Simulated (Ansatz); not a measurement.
Species: sum formula H₅Si₂OCl₂ (charge +1, singlet). It need not be the lowest isomer of its formula. 
Coordinates optimised at B3LYP-D3(BJ)/def2-TZVP (Ansatz, a quantum-chemistry and plane-wave program):
```
O
H 1 0.9725
Si 1 1.7810 2 114.23
H 3 1.4573 1 104.49 2 112.35
Si 1 1.8070 2 116.69 3 -174.04
H 5 1.4650 1 104.73 2 84.82
H 5 1.4654 6 115.31 1 -109.68
H 5 1.4662 6 115.44 7 -139.70
Cl 3 2.0032 4 114.86 1 111.26
Cl 3 2.0037 4 113.43 1 -112.32
```
Charge +1, spin multiplicity 1.

Total electronic energies in hartree. Cores are frozen in the correlated levels unless marked. No spin-orbit coupling. No relativistic terms. Basis-set limits of correlation are two-point, X^-3; Hartree-Fock from the larger set.

```json
[
 {"level": "HF/cc-pVTZ", "program": "Ansatz", "energy (Eh)": "-1574.65322"},
 {"level": "RI-HF/cc-pV(Q+d)Z", "program": "Ansatz", "energy (Eh)": "-1574.68523"},
 {"level": "PBE-D4/def2-TZVPD", "program": "Ansatz + dftd4", "energy (Eh)": "-1576.82194"},
 {"level": "revPBE-D3(BJ)/def2-TZVPD", "program": "Ansatz + dftd3", "energy (Eh)": "-1577.27981"},
 {"level": "PBE0/6-31G*", "program": "Ansatz", "energy (Eh)": "-1576.77515"},
 {"level": "HSE06-D4/def2-TZVPD", "program": "Ansatz + dftd4", "energy (Eh)": "-1576.92471"},
 {"level": "LC-wPBE-D3(BJ)/def2-TZVPD", "program": "Ansatz + dftd3", "energy (Eh)": "-1577.11462"},
 {"level": "MP2/cc-pV(D+d)Z", "program": "Ansatz", "energy (Eh)": "-1575.22063"},
 {"level": "RI-MP2/cc-pV(Q+d)Z", "program": "Ansatz", "energy (Eh)": "-1575.61068"},
 {"level": "SCS-MP2/6-31G", "program": "Ansatz", "energy (Eh)": "-1574.57423"},
 {"level": "CCSD/6-31G", "program": "Ansatz", "energy (Eh)": "-1574.60912"},
 {"level": "CCSD/cc-pV(T+d)Z", "program": "Ansatz", "energy (Eh)": "-1575.57530"},
 {"level": "CCSD/cc-pwCVTZ", "program": "Ansatz", "energy (Eh)": "-1575.58979"},
 {"level": "CCSD(T)/cc-pV(Q+d)Z", "program": "Ansatz", "energy (Eh)": "-1575.70682"},
 {"level": "CCSD(T)/CBS(cc-pV(T+d)Z,cc-pV(Q+d)Z)", "program": "Ansatz", "energy (Eh)": "-1575.7611"}
]
```

Totals of different functionals don't rank their quality; only differences between species are comparable.
